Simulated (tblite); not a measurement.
Here is a computed GFN2-xTB geometry (Å):
```
C 
N   1  1.4393
C   2  1.4395  1  120.52
C   2  1.3665  1  121.79  3  -179.43
C   4  1.4350  2  121.61  1    -0.27
C   5  1.3654  4  122.16  2  -179.91
Cl  6  1.7330  5  118.61  4   179.98
C   6  1.4211  5  123.74  4    -0.02
C   8  1.3504  6  113.53  5    -0.03
C   4  1.3702  2  124.60  1   179.79
C  10  1.5067  4  149.16  2    -0.06
C  11  1.3429 10   92.03  4   179.96
H   1  1.0950  2  111.43  3   118.80
H   1  1.0949  2  111.36  3  -119.83
H   1  1.0875  2  109.29  3    -0.57
H   3  1.0945  2  110.65  1   120.38
H   3  1.0947  2  110.74  1  -119.61
H   3  1.0871  2  109.98  1     0.45
H   5  1.0771  4  119.36  2     0.06
H   8  1.0774  6  120.96  5  -179.98
H  11  1.0737 10  133.64  4     0.01
H  12  1.0715  9  133.30  8     0.06
```
Z-matrix in Å and degrees, rows numbered from 1.

Neutral, closed shell.

(1) Read off the bonds between heavy atoms and their formal orders.

(2) Which species is it?

(3) Name the point group.

(4) Which rings does it hold (smallest set)?

(5) Classify the heavy atoms.

(6) What is the arrangement about C1?

(7) What is the arrangement about C5?

Results:

(1) C1–N2 (single); N2–C3 (single); N2–C4 (single); C4–C5 (aromatic); C5–C6 (aromatic); C6–Cl7 (single); C6–C8 (aromatic); C8–C9 (aromatic); C9–C10 (aromatic); C10–C11 (single); C11–C12 (double); C4–C10 (aromatic); C9–C12 (single). Hydrogens: H13, H14, H15 on C1; H16, H17, H18 on C3; H19 on C5; H20 on C8; H21 on C11; H22 on C12.

(2) `CN(C)c1cc(Cl)cc2c1C=C2`, C10H10ClN. Among its features: C=C double bond, benzene ring, amine and C–Cl bond.

(3) Cs (every atom within 0.08 Å of its image).

(4) C9–C10–C11–C12 (4 members, 0.00 Å rms from planarity); C4–C5–C6–C8–C9–C10 (6 members, 0.00 Å rms from planarity).

(5) C1/C3: N-methyl carbon; N2: aniline-type nitrogen; C4: aromatic carbon bearing nitrogen; C5: aromatic CH carbon; C6: aromatic C–Cl carbon; Cl7: aryl chlorine; C8: aromatic CH carbon; C9: substituted aromatic carbon; C10: substituted aromatic carbon; C11: alkene CH carbon; C12: alkene CH carbon.

(6) It has 4 neighbours (N2, H13, H14, H15) and is tetrahedral (angles from 108.0° to 111.4°).

(7) It has 3 neighbours (C4, C6, H19) and is planar (angles 122.2°, 119.4° and 118.5°, sum 360.0°, 0.00 Å off the plane of its three neighbours).
